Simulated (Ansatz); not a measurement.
Ansatz (a first-principles code) input:

Ansatz 0.2 input:
```yaml
crystal:
  periodic: [false, false, false]
  atoms:
    - {symbol: Se, position_ang: [-0.90749070, -0.00375848, 0.70316520]}
    - {symbol: Se, position_ang: [0.90749070, 0.00375848, -0.70316520]}
    - {symbol: H, position_ang: [-1.85026188, -0.03139265, -0.43895857]}
    - {symbol: H, position_ang: [1.85026188, 0.03139265, 0.43895857]}
basis:
  gaussian:
    orbitals: def2-TZVPD
hamiltonian:
  xc: {name: r2SCAN0}
total_charge: 1
magnetization: {spin_polarized: true, initial_magnetization: 1}
output: {forces: true}
```

Q: Which total energy does the run end on?

A: -4803.96394 Eh (r2SCAN0/def2-TZVPD). The basis has 132 functions.
